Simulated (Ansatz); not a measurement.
Abstraction of Cl: SnH2Cl2 + SiHCl2 → SnH2Cl + SiHCl3

Species: SnH2Cl2 `[Cl][SnH2][Cl]`, singlet; SiHCl2 `Cl[SiH]Cl`, doublet; SnH2Cl `[Cl][SnH2]`, doublet; SiHCl3 (trichlorosilane) `Cl[SiH](Cl)Cl`, singlet. A radical takes Cl: the energy is the difference in strength between the Sn–Cl bond broken and the Si–Cl bond made.

Shapes, held fixed at every level: PBE0-D4/def2-TZVP. Programs: Ansatz 0.2.0. The zero-point and thermal change to 298 K, harmonic and unscaled (PBE0-D4/def2-TZVP), is 0.0 kJ/mol.

```csv
level,kind,ΔH(298 K) (kJ/mol),less CCSD(T)/def2-TZVPP,CPU time (sum over the molecules)
SPW92/def2-TZVPP,LDA,-81.7,-2.8,9.5 s
B3LYP-D4/def2-TZVPP,global hybrid,-78.1,+0.8,33 s
BHLYP-D4/def2-TZVPP,global hybrid,-78.4,+0.5,26 s
PBE0-D4/def2-TZVPP,global hybrid,-76.0,+2.9,25 s
r2SCAN0-D4/def2-TZVPP,global hybrid,-77.8,+1.1,43 s
wB97M-V/def2-TZVPP,range-separated hybrid,-88.4,-9.5,80 s
wB97X-V/def2-TZVPP,range-separated hybrid,-77.2,+1.7,59 s
CCSD(T)/def2-TZVPP,coupled cluster or CI,-78.9,0.0,2.4 min
```

The highest level, CCSD(T)/def2-TZVPP, gives ΔH(298 K) = -78.9 kJ/mol; the levels span -88.4 to -76.0. The column of differences is taken from that level and isn't an error. No measured value is set beside it here. Open shells run unrestricted. For atoms past krypton def2 sets carry core potentials with scalar relativity. Outer-core shells of Sn are correlated, in sets that cover them unevenly. Times are processor times on shared x86 and Arm servers, and rough.
